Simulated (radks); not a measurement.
Ionisation ladder of nitrogen, from N I to N IV. Each ion is in the ground configuration listed by NIST, and IE = E(next ion) - E(this ion). Calculated with a radial shooting solver on a logarithmic mesh with Libxc functionals: scalar-relativistic Kohn-Sham, PBE, spin-polarised, spherical densities, point nucleus; open shells are filled with parallel spins first.

| species | configuration | IE, Delta-SCF (eV) | -e(HOMO) (eV) | HOMO | <r> HOMO (bohr) |
|---|---|---|---|---|---|
| N I | [He] 2s2 2p3 | ? | 8.299 | 2p up | 1.43 |
| N II | [He] 2s2 2p2 | 30.078 | 22.032 | 2p up | 1.25 |
| N III | [He] 2s2 2p1 | ? | 38.530 | 2p up | 1.13 |
| N IV | [He] 2s2 | 76.493 | 68.125 | 2s | 1.11 |

Estimate the withheld Delta-SCF values.

Answer. N I: 14.904 eV (NIST 14.534); N III: 47.667 eV (NIST 47.445).
